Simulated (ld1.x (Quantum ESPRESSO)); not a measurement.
**Before and after: ultrasoft potential for manganese**

ld1.x (Quantum ESPRESSO) 7.5 input, shortened:

```
&input
   title='Mn', zed=25., rel=2, dft='BLYP', iswitch=3,
   config='[Ar] 3d5 4s2 4p0', rel_dist='average'
 /
 &inputp
   pseudotype=3, tm=.true., lloc=-1, rcloc=1.75,
   nlcc=.true., new_core_ps=.true., rcore=1.30,
   which_augfun='PSQ', rmatch_augfun_nc=.true.
 /
6
4S  1  0   2.00   0.00  1.90  2.35  0.0
4S  1  0   0.00   2.05  1.90  2.35  0.0
4P  2  1   0.00   0.00  2.60  3.20  0.0
4P  2  1   0.00   2.90  2.60  3.20  0.0
3D  3  2   5.00   0.00  1.60  1.85  0.0
3D  3  2   0.00   3.05  1.60  1.85  0.0
 &test
   configts(1)='3d5 4s2 4p0'
 /
```

Open shells are filled in proportion to 2j + 1 (rel_dist='average').

All-electron outer shells of the reference configuration (BLYP, scalar-relativistic, ld1.x):

```json
{"shell": "3s", "level (eV)": "-85.59", "outermost node (bohr)": "0.34", "outermost maximum (bohr)": "0.74"}
{"shell": "3p", "level (eV)": "-54.38", "outermost node (bohr)": "0.31", "outermost maximum (bohr)": "0.75"}
{"shell": "3d", "level (eV)": "-6.66", "outermost node (bohr)": "–", "outermost maximum (bohr)": "0.75"}
{"shell": "4s", "level (eV)": "-5.02", "outermost node (bohr)": "1.05", "outermost maximum (bohr)": "2.51"}
{"shell": "4p", "level (eV)": "-1.30", "outermost node (bohr)": "1.16", "outermost maximum (bohr)": "3.47"}
```

Change: all radii but the core radius scaled by about 1.38 (s 3.24, p 4.42, d 2.56 bohr, rcut 2.62/3.58/2.20); local potential all-electron potential smoothed inside 2.42 bohr (lloc = -1).

Cutoffs: the cutoffs (Ry, on a coarse ladder) from which the occupation-weighted sum of valence levels, in a spherical-Bessel basis at the reference potential, stays within 10 and 1 mRy of its value at 400 Ry; they do not see the model core or the augmentation charge, which bear on the density cutoff. Errors are all-electron minus pseudo energies relative to the spin-unpolarised reference configuration.

**Question.** How do hardness, ghosts and transferability respond?

**Answer.** The potential gets softer (30 Ry and 50 Ry → 15 Ry and 25 Ry); of the 7 tests that both files solve, the error grows in 4 and shrinks in 2 by more than 15 % and 0.3 meV (median size 12.4 → 65.3 meV); neither file shows a bound ghost. A larger radius leaves more room for a smooth pseudo-wave, so fewer plane waves are needed.

| quantity | base | changed |
| --- | --- | --- |
| cutoff, loose | 30 Ry | 15 Ry |
| cutoff, tight | 50 Ry | 25 Ry |
| loose cutoff by channel (10 mRy a level) | s 6 Ry, d 30 Ry | s 6 Ry, d 15 Ry |
| bound ghosts | none | none |
| error for 3d5 4s1 4p0, meV [ΔE 8.40 eV] | -1.8 | -9.4 |
| error for 3d5 4s0 4p0, meV [ΔE 24.17 eV] | -12 | -70 |
| error for 3d4 4s0 4p0, meV [ΔE 56.69 eV] | -323 | +250 |
| error for 3d5 4s0 4p1, meV [ΔE 13.18 eV] | +3.0 | -15 |
| error for 3d5 4s1.5 4p0, meV [ΔE 3.33 eV] | -0.4 | -1.5 |
| error for 3d6 4s1 4p0, meV [ΔE -0.32 eV] | -66 | +69 |
| error for 3d4 4s2 4p0, meV [ΔE 13.08 eV] | -178 | +65 |
| lowest overlap eigenvalue by channel | s 0.46, p1/2 0.69, p3/2 0.71, d3/2 0.90, d5/2 0.90 | s 0.66, p1/2 0.79, p3/2 0.77, d3/2 0.85, d5/2 0.85 |
